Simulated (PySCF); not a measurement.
The calculation used PySCF, delta-SCF UKS SCAN, pcX-2 on the ionised atom, pcseg-1 elsewhere, spin-free X2C. Geometries: PBE0-D3(BJ)/def2-SVP; isolated species, one conformer each. Values against the vacuum level.

Question: Order these sites by rising C 1s binding energy.
A. C5 in `[CH2:1]=[CH:2][C@@H:3]1[BH:4][CH2:5][CH2:6][CH2:7]1`
B. C6 in `[CH3:1][B:2]([CH3:3])[C@H:4]1[C@@H:5]2[CH2:6][C@H:7]12`
C. C5 in `[BH2:1]/[C:2](=[CH:3]/[CH3:4])[C:5](=[CH2:6])[CH3:7]`

Answer: A (290.00 eV), C (290.42 eV), B (290.82 eV).

From the lowest up, the atoms are bonded to: C, 2 H and B (290.00); C (double bond) and 2 C (290.42); 2 C and 2 H (290.82).

1 of these hole states is spin-contaminated (⟨S²⟩ 0.87, against 0.75; counted from 0.85) and less certain.
